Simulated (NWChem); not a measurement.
Species: chlorotrifluoromethane (CClF3); SMILES FC(F)(F)Cl

Computed with NWChem. Pople sets run with spherical d functions. All runs use the structure optimised with PBE0/def2-SVP. Computed dipoles belong to the equilibrium geometry; the measured one is vibrationally averaged.

Measured dipole moment: 0.50 D (NIST CCCBDB, as tabulated in the package chemicals).

```
level              dipole moment (D)  computed − measured
-----------------  -----------------  -------------------
B3LYP/STO-3G                    1.54                +1.04
B3LYP/3-21G                     0.21                -0.29
B3LYP/6-31G*                    0.01                -0.49
B3LYP/6-31+G*                   0.35                -0.15
B3LYP/def2-SVP                  0.29                -0.21
B3LYP/def2-SVPD                 0.34                -0.16
B3LYP/def2-TZVP                 0.34                -0.16
B3LYP/6-311++G**                0.42                -0.08
B3LYP/aug-cc-pVTZ               0.33                -0.17
```
